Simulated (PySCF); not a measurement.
Isomers of C6H9F3O, mass 154.061 u with the commonest isotopes. Computed with PBE0/pcSseg-1 in PySCF (dipole) on a GFN2-xTB geometry, gas phase. One conformer each, none proved a minimum here; rigid rotors.

Question: Order these by rotational constant C, largest first.
A. `[CH2:1]=[CH:2][C@:3]([CH3:4])([O:5][CH2:6][F:7])[CH:8]([F:9])[F:10]` with C1–C2–C3–C4 -89°, C2–C3–O5–C6 -67°, C3–O5–C6–F7 -85°, C2–C3–C8–F9 -78°
B. `[CH2:1]=[C:2]([CH3:3])[C@H:4]([O:5][CH2:6][F:7])[CH:8]([F:9])[F:10]` with C1–C2–C4–O5 -122°, C2–C4–O5–C6 71°, C4–O5–C6–F7 69°, C2–C4–C8–F9 -161°
C. `[F:1][CH:2]([F:3])[O:4][C@@H:5]1[CH2:6][CH2:7][CH2:8][C@H:9]1[F:10]` with F1–C2–O4–C5 -91°, C2–O4–C5–C6 -168°, O4–C5–C6–C7 -144°, C5–C6–C7–C8 38°, C6–C7–C8–C9 -39°, C7–C8–C9–F10 -92°
D. `[CH3:1]/[CH:2]=[CH:3]\[C@H:4]([O:5][CH2:6][F:7])[CH:8]([F:9])[F:10]` with C2–C3–C4–O5 -157°, C3–C4–O5–C6 159°, C4–O5–C6–F7 -68°, C3–C4–C8–F9 74°

Answer: A (1006 MHz), B (759.3 MHz), D (731.2 MHz), C (678.0 MHz).

Question: Order these by radius of gyration √(Σ m r²/M), smallest first.
A. `[F:1][CH:2]([F:3])[O:4][C@@H:5]1[CH2:6][CH2:7][CH2:8][C@H:9]1[F:10]` with F1–C2–O4–C5 -91°, C2–O4–C5–C6 -168°, O4–C5–C6–C7 -144°, C5–C6–C7–C8 38°, C6–C7–C8–C9 -39°, C7–C8–C9–F10 -92°
B. `[CH2:1]=[C:2]([CH3:3])[C@H:4]([O:5][CH2:6][F:7])[CH:8]([F:9])[F:10]` with C1–C2–C4–O5 -122°, C2–C4–O5–C6 71°, C4–O5–C6–F7 69°, C2–C4–C8–F9 -161°
C. `[CH2:1]=[CH:2][C@:3]([CH3:4])([O:5][CH2:6][F:7])[CH:8]([F:9])[F:10]` with C1–C2–C3–C4 -89°, C2–C3–O5–C6 -67°, C3–O5–C6–F7 -85°, C2–C3–C8–F9 -78°

Answer: C (2.019 Å), B (2.196 Å), A (2.265 Å).

Question: Order these by rotational constant B, largest first.
A. `[CH3:1]/[CH:2]=[CH:3]\[C@H:4]([O:5][CH2:6][F:7])[CH:8]([F:9])[F:10]` with C2–C3–C4–O5 -157°, C3–C4–O5–C6 159°, C4–O5–C6–F7 -68°, C3–C4–C8–F9 74°
B. `[F:1][CH:2]([F:3])[O:4][C@@H:5]1[CH2:6][CH2:7][CH2:8][C@H:9]1[F:10]` with F1–C2–O4–C5 -91°, C2–O4–C5–C6 -168°, O4–C5–C6–C7 -144°, C5–C6–C7–C8 38°, C6–C7–C8–C9 -39°, C7–C8–C9–F10 -92°
C. `[CH2:1]=[CH:2][C@:3]([CH3:4])([O:5][CH2:6][F:7])[CH:8]([F:9])[F:10]` with C1–C2–C3–C4 -89°, C2–C3–O5–C6 -67°, C3–O5–C6–F7 -85°, C2–C3–C8–F9 -78°
D. `[CH2:1]=[C:2]([CH3:3])[C@H:4]([O:5][CH2:6][F:7])[CH:8]([F:9])[F:10]` with C1–C2–C4–O5 -122°, C2–C4–O5–C6 71°, C4–O5–C6–F7 69°, C2–C4–C8–F9 -161°

Answer: C (1121 MHz), D (1065 MHz), A (945.5 MHz), B (808.2 MHz).

```
                 SMILES  point group  Ia (u·Å²)  Ib (u·Å²)  Ic (u·Å²)      κ  μa (D)  μb (D)  μc (D)
   C=C[C@](C)(OCF)C(F)F           C1     302.60     450.69     502.40  -0.65    0.44    2.14    0.44
  C=C(C)[C@H](OCF)C(F)F           C1     346.35     474.55     665.56  -0.13    0.70    2.85    1.40
FC(F)O[C@@H]1CCC[C@H]1F           C1     209.40     625.30     745.40  -0.85    2.44    0.99    0.59
  C/C=C\[C@H](OCF)C(F)F           C1     352.99     534.52     691.18  -0.39    2.07    0.05    0.59
```
